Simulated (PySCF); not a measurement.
**Orbital picture of SiHg**

r²SCAN at R = 2.601 Å; PySCF, scalar-relativistic core potentials, basis sets Si def2-SVP, Hg def2-SVP with ECP60. State: ³Σ⁻ (triplet), unpaired electrons π ↑↑. Only the outer orbitals are listed, counted within each symmetry, core potentials removing the inner ones.

```
spin  orbital  occ.  ε (eV)  on Si (%)            main shells (%)
   α       7σ     1  -10.86         45           47 Hg d, 45 Si s
   α       8σ     1   -7.72         27  73 Hg s, 13 Si s, 13 Si p
   α       4π     1   -4.64         92                    92 Si p
   α       4π     1   -4.64         92                    92 Si p
   α       9σ     0   -3.47         61  61 Si p, 25 Hg p, 12 Hg s
   α       5π     0   -0.59          8                    92 Hg p
   α       5π     0   -0.59          8                    92 Hg p
   β       7σ     1   -9.82         49  48 Si s, 29 Hg s, 19 Hg d
   β       8σ     1   -7.24         43  55 Hg s, 30 Si s, 12 Si p
   β       9σ     0   -3.06         59   58 Si p, 31 Hg p, 9 Hg s
   β       4π     0   -2.34         72           72 Si p, 28 Hg p
   β       4π     0   -2.34         72           72 Si p, 28 Hg p
```

Q: Which are the highest filled and the lowest empty level, where do they sit, and how wide is the gap?

A: Highest filled α 4π at -4.64 eV (in %: 92 Si p); lowest empty α 9σ at -3.47 eV (in %: 61 Si p, 25 Hg p, 12 Hg s); the gap at r²SCAN is 1.17 eV.

The bond order (Mayer) is 0.95, the ⟨S²⟩ is 2.010 and the charge on Si (Mulliken, basis-dependent) is -0.09. The charge on Si (Löwdin, basis-dependent) is -0.02 and the dipole moment (positive dipole means Si(−)Hg(+)) is 2.02 D.

Spin–orbit coupling is left out. The state is the lowest determinant that a PBE0 search found; another state may lie lower at other levels.
